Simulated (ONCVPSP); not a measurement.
Cd (Z = 48) ONCV: all-electron and pseudo phase curves

| Property | Result |
| --- | --- |
| Element | cadmium (Cd) |
| Generator | ONCVPSP 4.0.1 |
| Type | optimised norm-conserving Vanderbilt (ONCV) |
| Functional | PBE |
| Relativity | scalar-relativistic |
| Frozen core | [Kr] 4d10 |
| Valence charge | 2 |
| Reference configuration | 5s2 |
| Partial waves | 5s: rc 2.40 bohr, ncon 5, nbas 9, qcut 2.7 1/bohr, 2 projectors, debl 2 Ha; p scattering state at 0.32 Ha: rc 1.95 bohr, ncon 4, nbas 9, qcut 4.3 1/bohr, 2 projectors, debl 1.9 Ha |
| Local potential | polynomial inside 1.90 bohr (lpopt 4, dvloc0 1 Ha) |
| Core correction | none |

The phase is arctan(r·R′/R) of the radial function R(r), unwrapped; energies in Ha, scanned from -2 to 5 Ha. A pole is an energy at which the radial function vanishes at the test radius. The pseudo phase is shifted by a multiple of π to meet the all-electron one at the reference energy, and phase errors are pseudo minus all-electron; the curves can meet again beyond the range given. Levels narrower than the energy grid can be missing from the lists of poles.

```
channel  radius (bohr)  reference energy (Ha)  poles, all-electron  poles, pseudo  unbroken range about the reference energy with phases within 0.05 rad  phase error 1 Ha above the reference energy (rad)
      s           2.44                  -0.21                 1.02     1.02, 3.49                                                              below 2.7                                             -0.000
      p           1.98                   0.32                 3.61    -1.32, 3.64                                                             above -0.9                                             +0.001
```

Note: ghosts flagged at negative energy: p at -37.4 eV; GHOST(+) flagged for s at 94.4 eV. A true bound ghost makes a file unfit for plane-wave use.

Phases in the p channel:

```json
{"E (Ha)": "-1.98", "all-electron": "1.357", "pseudo": "4.305"}
{"E (Ha)": "-1.62", "all-electron": "1.278", "pseudo": "4.100"}
{"E (Ha)": "-1.26", "all-electron": "1.205", "pseudo": "1.417"}
{"E (Ha)": "-0.90", "all-electron": "1.112", "pseudo": "1.159"}
{"E (Ha)": "-0.54", "all-electron": "0.972", "pseudo": "0.989"}
{"E (Ha)": "-0.18", "all-electron": "0.726", "pseudo": "0.732"}
{"E (Ha)": "0.18", "all-electron": "0.256", "pseudo": "0.256"}
{"E (Ha)": "0.54", "all-electron": "-0.415", "pseudo": "-0.415"}
{"E (Ha)": "0.90", "all-electron": "-0.898", "pseudo": "-0.897"}
{"E (Ha)": "1.26", "all-electron": "-1.151", "pseudo": "-1.150"}
{"E (Ha)": "1.62", "all-electron": "-1.292", "pseudo": "-1.291"}
{"E (Ha)": "1.98", "all-electron": "-1.380", "pseudo": "-1.379"}
{"E (Ha)": "2.34", "all-electron": "-1.441", "pseudo": "-1.441"}
{"E (Ha)": "2.70", "all-electron": "-1.487", "pseudo": "-1.486"}
{"E (Ha)": "3.06", "all-electron": "-1.524", "pseudo": "-1.523"}
{"E (Ha)": "3.42", "all-electron": "-1.556", "pseudo": "-1.554"}
{"E (Ha)": "3.78", "all-electron": "-1.585", "pseudo": "-1.581"}
{"E (Ha)": "4.14", "all-electron": "-1.612", "pseudo": "-1.607"}
{"E (Ha)": "4.50", "all-electron": "-1.641", "pseudo": "-1.633"}
{"E (Ha)": "4.86", "all-electron": "-1.673", "pseudo": "-1.659"}
```
